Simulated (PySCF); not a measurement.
**Spinor energies of Zn²⁶⁺ (zinc, charge +26)**

Start: [He] 2s2. Calculated with PySCF 2.14 in an even-tempered Gaussian basis (17 s from 1.9 bohr⁻², ratio 2.6; 12 p from 2.5 bohr⁻², ratio 2.6; 7 d from 2.6 bohr⁻², ratio 2.8; 4 f from 53 bohr⁻², ratio 2.8): generalised Hartree-Fock with the X2C-1e Hamiltonian and a Gaussian nucleus; spin-orbit coupling (SO) screened by Boettger's factors.

| spinor shell | electrons | ε, screened SO (eV) | weight of nominal j (screened SO) | rms radius, screened SO (bohr) |
| --- | --- | --- | --- | --- |
| 1s1/2 | 2 | -11560.5 | 1.000 | 0.0574 |
| 2s1/2 | 2 | -2664.0 | 1.000 | 0.224 |

```
   quantity  screened SO
E (hartree)  -1092.04470
        M_J            0
       ⟨J²⟩        0.000
       ⟨L²⟩        0.000
       ⟨S²⟩        0.000
```
